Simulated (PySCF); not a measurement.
Ge(Me)(NH2)3 (CH₉GeN₃), SMILES [CH3][Ge]([NH2])([NH2])[NH2]. Geometry optimised at PBE-D3(BJ)/def2-SVP. The values are those of a single conformer.

Computed equilibrium geometry at PBE-D3(BJ)/def2-SVP (PySCF confirms it by a frequency run) as Cartesian coordinates in Å, and its point group (one conformer of several):
point group Cs.
```xyz
14

C      1.8237     0.6782     0.0000
Ge    -0.0083    -0.0007     0.0000
N     -0.2510    -0.9012     1.6164
N     -1.2737     1.3427     0.0000
N     -0.2510    -0.9012    -1.6164
H      2.5628    -0.1478     0.0000
H      1.9886     1.3022     0.8992
H      1.9886     1.3022    -0.8992
H     -1.0821    -1.5049     1.6292
H      0.5535    -1.4869     1.8718
H     -1.8640     1.3487     0.8377
H     -1.8640     1.3487    -0.8377
H      0.5535    -1.4869    -1.8718
H     -1.0821    -1.5049    -1.6292
```
Charge 0, spin multiplicity 1.
